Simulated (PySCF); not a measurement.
Excitations are Tamm–Dancoff values on a coarser integration grid. The basis has no diffuse functions, so Rydberg states are missing or too high.

Z-matrix (Å, degrees):
```
In
Br 1 2.4631
Br 1 2.4631 2 120.00
Br 1 2.4631 2 120.00 3 180.00
```
Charge 0, multiplicity 1.

Q: Predict the S1 excitation (TDA), S1–T1 gap (TDA) and HOMO–LUMO gap from r2SCAN-D4/def2-TZVP // r2SCAN-D4/def2-SVP (PySCF 2.14.0).

A: 
```yaml
S1 excitation (TDA): 4.07 eV
S1–T1 gap (TDA): 0.32 eV
HOMO–LUMO gap: 3.96 eV
```
